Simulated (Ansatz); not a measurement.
Multireference treatment of MnF2, sextet

Program: Ansatz, Gaussian basis, development build. Basis def2-SVP, nonrelativistic, 7 orbitals frozen in the corrections. State-specific CASSCF; RHF is the lowest restricted (open-shell) Hartree–Fock solution met. A minimal or small basis: far from the basis limit. No symmetry is imposed, so a solution can break that of the shape. Lower solutions, or ones in other orbitals, may exist.

Geometry. A bond is stretched, to 1.84 times the sum of the covalent radii.

| atom | x (Å) | y (Å) | z (Å) |
| --- | --- | --- | --- |
| F | 0.0000 | 0.0000 | 3.6000 |
| Mn | 0.0000 | 0.0000 | 0.0000 |
| F | 0.0000 | 0.0000 | -1.8000 |

What do CASSCF and its corrections give against RHF in CAS(9,8), and what are the occupations?

CASSCF -2.061 eV, SC-NEVPT2 -16.681 eV; occupations 2.00, 1.25, 1.00, 1.00, 1.00, 1.00, 1.00, 0.75.
